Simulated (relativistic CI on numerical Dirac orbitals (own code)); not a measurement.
# Spin-allowed bands of a d8 ion in an octahedral site, by hand

Problem. A d8 ion in an octahedral site has a 3A2 ground term and spin-allowed bands at ν1 = 13330 and ν2 = 17832 cm⁻¹ (from a computed ligand-field model). Find Δ and the Racah parameter B, and predict the third band.

Working.
1. The F term splits into A2 (−1.2Δ), T2 (−0.2Δ) and T1 (+0.6Δ), so ν1 = E(T2) − E(A2) = Δ = 13330 cm⁻¹.
2. T1(F) mixes with T1(P), which lies at 15B, through an element 0.4Δ. The two roots, counted from A2, are ν2,3 = ½(15B + 3Δ) ∓ ½√[(15B − Δ)² + 12BΔ].
3. Solving the lower root for B gives B = (2ν1² + ν2² − 3ν1ν2)/(15ν2 − 27ν1) = -39743656/-92430 = 430 cm⁻¹.
4. The sum of the roots is 15B + 3Δ, so ν3 = 15B + 3ν1 − ν2 = 28608 cm⁻¹ (350 nm).

Check. The bands were computed by exact diagonalisation of the d8 shell with B = 430 and Δ = 13330 cm⁻¹, which gives ν3 = 28608 cm⁻¹. C does not enter the terms of highest spin.
